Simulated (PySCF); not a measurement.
## Electron correlation in Rb (rubidium, neutral)

[Kr] 5s1, 2S determinant. Calculation: PySCF 2.14, in aug-cc-pwCVTZ-X2C with one added diffuse shell each of s, p, d, f type (11s10p8d4f, 109 functions); scalar relativity by spin-free X2C-1e. Frozen: [Ar] 3d10; 9 electrons correlated.

MP2 pair energies summed by pair of shells (mhartree):

```json
{"pair": "4p-4p", "energy": "-121.81", "share (%)": "71.4"}
{"pair": "4s-4p", "energy": "-30.12", "share (%)": "17.7"}
{"pair": "4p-5s", "energy": "-11.69", "share (%)": "6.9"}
{"pair": "4s-4s", "energy": "-6.32", "share (%)": "3.7"}
{"pair": "4s-5s", "energy": "-0.57", "share (%)": "0.3"}
```

Total MP2 correlation energy: -170.51 mhartree.

Same-spin part -46.84 and opposite-spin part -123.67 mhartree; SCS-MP2 scales them by 1/3 and 6/5 to -164.02 mhartree.
